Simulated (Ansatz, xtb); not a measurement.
**C3H7F2In: which of two isomers lies lower**

Structure X is `CC[CH2][In]([F])[F]`, a singlet and structure Y is `C[CH](C)[In]([F])[F]`, a singlet. Both are isolated molecules in the gas phase, relaxed with PBE0-D4/def2-SVP; the shapes shown needn't be the lowest conformers.

X (Å):

```xyz
13

C    -0.9815   -2.2452    1.5643
C     0.2531   -1.3734    1.7502
C     0.4340   -0.3831    0.6053
F     3.0821    1.2521    2.5019
F     2.9562    2.0247   -0.5591
In    2.1170    0.9281    0.8285
H    -1.8975   -1.6349    1.5174
H    -1.0959   -2.9560    2.3968
H    -0.9233   -2.8285    0.6315
H     0.1823   -0.8339    2.7093
H     1.1457   -2.0155    1.8378
H     0.5672   -0.8880   -0.3649
H    -0.4387    0.2829    0.5002
```

Y (Å):

```xyz
13

C    -0.6786   -0.3332    1.3230
C     0.3437    0.1007    0.2818
C     0.9946   -1.0613   -0.4554
F     0.0630    1.8309   -2.9582
F    -2.0071    2.7446   -0.7412
In   -0.5220    1.5190   -1.1127
H    -0.1967   -0.9830    2.0749
H    -1.5010   -0.9142    0.8764
H    -1.1247    0.5186    1.8577
H     1.1254    0.7094    0.7681
H     0.2542   -1.6777   -0.9894
H     1.5059   -1.7243    0.2650
H     1.7435   -0.7294   -1.1899
```

Quicker runs give these differences E(Y) − E(X): GFN2-xTB −2.59 kcal/mol; HF/STO-3G +10.53 kcal/mol (at GFN2-xTB geometries); r2SCAN-D4/def2-SVP +2.50 kcal/mol (at GFN2-xTB geometries).

**Question.** Estimate which is lower in electronic energy at CCSD(T)/def2-SVP + ΔMP2/def2-TZVPP, and by roughly how much.

**Answer.** CCSD(T)/def2-SVP + ΔMP2/def2-TZVPP gives E(Y) − E(X) = +1.41 kcal/mol, slightly favouring structure X, which is too small a margin to settle the true order.

The same difference at several levels:

```csv
level,geometry,E(Y) − E(X) (kcal/mol),departure from the last row (kcal/mol),"job, with rough time for the two"
GFN2-xTB,GFN2-xTB,−2.59,−4.00,"optimisation, 0.19 s"
HF/STO-3G,GFN2-xTB,+10.53,+9.11,"single point, 1.3 s"
r2SCAN-D4/def2-SVP,GFN2-xTB,+2.50,+1.09,"single point, 6.3 s"
PBE0-D4/def2-SVP,PBE0-D4/def2-SVP,+0.95,−0.46,"optimisation, 1.9 min"
HF/def2-SVP,PBE0-D4/def2-SVP,+2.54,+1.12,part of the CCSD(T) run
MP2/def2-SVP,PBE0-D4/def2-SVP,+1.29,−0.12,part of the CCSD(T) run
CCSD(T)/def2-SVP,PBE0-D4/def2-SVP,+1.26,−0.15,single point
CCSD(T)/def2-SVP + ΔMP2/def2-TZVPP,PBE0-D4/def2-SVP,+1.41,,"single point, 2 min"
```

As drawn, both hold the same kinds of bond in the same numbers. Structure X has 1 methyl group, Y 2.

GFN2-xTB puts the two in the other order. The largest departure from CCSD(T)/def2-SVP + ΔMP2/def2-TZVPP is that of HF/STO-3G, 9.11 kcal/mol. The last row adds to CCSD(T) the change of the MP2 difference between the two basis sets, here +0.15 kcal/mol.

With thermal terms from frequencies at re-optimised GFN2-xTB minima (ideal gas, soft modes damped towards free rotors, one conformer each, 298.15 K, 1 atm): on the last row, ΔE + ΔZPE = +1.01, ΔH = +1.14, ΔG = +0.80 kcal/mol.

The correlated steps freeze 9 core orbitals; the filled d shell of In is correlated, in a basis made for valence electrons. Atoms past krypton carry core potentials in the def2 sets, other sets are all-electron and non-relativistic, and no spin–orbit term is included. Run with Ansatz 0.2.0, xtb 6.7.1; the last row on 2 threads of Arm Neoverse V1 on a shared host.
